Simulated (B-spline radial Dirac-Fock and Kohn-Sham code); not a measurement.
4p3/2 photoionisation of Nd near threshold

System: atomic neodymium in the configuration [Xe] 4f4 6s2. The computed 4p3/2 threshold is 240.6 eV; without correlation, outer thresholds are uncertain by 1 to 2 eV. With an open shell the threshold is an average over the terms of the final ion.

Input of the calculation (task.json; shells as n, l, electrons):

```json
{"items": [{
  "Z": 60,
  "q": 0,
  "cfg": [[1, 0, 2], [2, 0, 2], [2, 1, 6], [3, 0, 2], [3, 1, 6], [3, 2, 10], [4, 0, 2], [4, 1, 6], [4, 2, 10], [4, 3, 4], [5, 0, 2], [5, 1, 6], [6, 0, 2]],
  "A": 142,
  "rrms": 4.9123,
  "do": ["binding", "quiet", "photo", "scan"],
  "hv": [21.22, 40.81, 60, 80, 100, 150, 200, 300, 400, 600, 800, 1000, 1253.6, 1486.9, 2000, 2984.4, 4000, 5414.7, 6000, 8047.8, 9251.7, 12000, 15000, 17479.3, 22162.9, 30000, 40000, 59318.2, 80000, 100000, 150000, 200000]
}]}
```

Run with: `python xray_run.py task.json out`

Method: a relativistic central-field model (Hartree-Slater potential of the initial state, Latter tail, multipole expansion of the photon field, Dirac-Fock thresholds). Computed with an atomic code on a B-spline grid. Interchannel coupling and autoionising resonances are not included, so magnitudes near threshold are approximate.

| kinetic energy (eV) | σ (Mb) | β |
| --- | --- | --- |
| 1.5 | 0.315 | -0.70 |
| 2.3 | 0.320 | -0.82 |
| 3.7 | 0.325 | -0.92 |
| 5.7 | 0.331 | -0.99 |
| 9.0 | 0.335 | -1.00 |
| 14.0 | 0.338 | -0.93 |
| 21.9 | 0.335 | -0.78 |
| 34.2 | 0.326 | -0.56 |
| 53.5 | 0.315 | -0.25 |
| 83.7 | 0.300 | 0.13 |
| 130.9 | 0.277 | 0.52 |
| 204.6 | 0.241 | 0.89 |
| 319.9 | 0.191 | 1.19 |

The cross section shows no minimum in this range. Its largest value, 0.338 Mb, lies 14 eV above threshold, delayed by the centrifugal barrier of the l+1 channel. β ranges from -1.00 (at 7.2 eV) to 1.32.
